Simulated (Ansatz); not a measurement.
Mulliken charges of `FC1C=N[SiH2]1` from B3LYP/def2-TZVPP in Ansatz (PBE0-D4/def2-TZVP geometry).

```csv
atom,x (Å),y (Å),z (Å),charge (e)
F1,-1.527,1.077,0.840,-0.239
C2,-0.495,0.745,-0.008,0.040
C3,0.853,0.531,0.650,0.033
N4,1.391,-0.571,0.275,-0.315
Si5,-0.123,-1.055,-0.540,0.422
H6,-0.438,1.502,-0.798,0.083
H7,1.332,1.239,1.337,0.110
H8,-0.031,-1.422,-1.978,-0.077
H9,-0.874,-2.092,0.205,-0.057
```

Task: By hand: the dipole of these point charges (1 e Å = 4.8032 D).

Result: Σ q r = (0.046, 0.014, -0.273) e Å, of length 0.277 e Å = 1.33 D.

Task: How does the dipole of the full density compare? (Best estimate.)

Result: Ansatz gave: (-0.094, 0.103, -0.241) e Å, 1.34 D; the point charges give 0.99 times that, at 35° from its direction.

Point charges leave out the atoms' own dipoles, such as those of lone pairs, and Mulliken's split depends on the basis, so the two needn't agree.

B3LYP here is the variant with VWN-RPA as its local correlation; programs differ in this.
